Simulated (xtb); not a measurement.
A run for xtb: GFN2-xTB on CH2F4 (a complex), monomers drawn apart or pushed together.

```
$ xtb mol.xyz --gfn 2 --sp --chrg 0 --uhf 0
7

F     -0.70530000     1.00706946     0.34583593
C     -0.00977418    -0.00812218    -0.14827193
F     -0.01404889     0.05740400    -1.47300573
F      1.23901705     0.05469303     0.29271550
F     -0.55898065    -1.15088893     0.23904282
H     -0.26792845     0.24686107     3.82472431
H      0.32613032    -0.19953234     3.85917024
```

Task: What total energy does the run end on?

Result: -22.0606 hartree.
